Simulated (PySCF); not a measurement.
How methods differ on the ionisation energy of Se

Se [Ar] 3d10 4s2 4p4 (3P) → Se⁺ [Ar] 3d10 4s2 4p3 (4S), as a difference of total energies. Computed with PySCF 2.14 in x2c-TZVPPall with one added diffuse shell each of s, p, d type (7s6p5d1f, 57 functions), with the spin-free X2C one-electron Hamiltonian (Gaussian nucleus). Correlated levels: valence and next inner shell: [Ne] frozen. The calculations carry no spin-orbit coupling.

```csv
method,ionisation energy (eV),error (eV)
UHF,8.542,-1.093
MP2 (valence and next inner shell),9.270,-0.365
SCS-MP2 (valence and next inner shell),9.316,-0.319
CCSD (valence and next inner shell),9.355,-0.280
CCSD(T) (valence and next inner shell),9.390,-0.245
```

Reference: 9.635 eV (measured; NIST levels, between the centres of gravity of the two terms).

Errors of the correlated levels include the incompleteness of this basis and the frozen core.
